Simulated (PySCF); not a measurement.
Isomers of C5H10F2O, one GFN2-xTB conformer each. Single-point energies are computed at PBE0/pcSseg-1 (PySCF, gas phase, no added dispersion term), electronic only.

**Question.** Rank them by PBE0/pcSseg-1 energy, lowest first (kJ/mol).
A. `[CH3:1][O:2][CH2:3][CH2:4][C@H:5]([F:6])[CH2:7][F:8]` with C1–O2–C3–C4 177°, O2–C3–C4–C5 -66°, C3–C4–C5–F6 -68°, C4–C5–C7–F8 41°
B. `[CH3:1][CH2:2][O:3][CH2:4][CH2:5][CH:6]([F:7])[F:8]` with C1–C2–O3–C4 179°, C2–O3–C4–C5 -179°, O3–C4–C5–C6 64°, C4–C5–C6–F7 68°
C. `[CH3:1][CH2:2][CH2:3][O:4][C@H:5]([F:6])[CH2:7][F:8]` with C1–C2–C3–O4 -178°, C2–C3–O4–C5 -81°, C3–O4–C5–F6 -73°, O4–C5–C7–F8 -93°
D. `[CH3:1][CH2:2][C@H:3]([CH3:4])[O:5][CH:6]([F:7])[F:8]` with C1–C2–C3–C4 -175°, C2–C3–O5–C6 -154°, C3–O5–C6–F7 158°

**Answer.** D (0.0), B (41.5), C (64.3), A (92.2).

As drawn, the lowest has two fluorines on one carbon, which the highest lacks. GFN2-xTB itself gives, in the same order: 0.0, 37.3, 33.9, 61.6. Both levels put the same isomer lowest; measured from each level's own lowest isomer, the values differ by up to 30.6 kJ/mol (COCC[C@H](F)CF: 61.6 against 92.2).

**Question.** Which frontier levels, dipoles and rotational constants go with these structures?

**Answer.** 
```tsv
SMILES	HOMO (eV, PBE0/pcSseg-1)	LUMO (eV)	dipole (D)	A, B, C (MHz)
CC[C@H](C)OC(F)F	-8.77	1.30	3.27	2967, 1321, 964.3
CCOCCC(F)F	-7.68	1.37	2.97	4173, 826.8, 810.5
CCCO[C@H](F)CF	-8.37	1.29	1.54	3310, 969.5, 827.8
COCC[C@H](F)CF	-7.54	1.51	2.08	4424, 895.5, 846.0
```
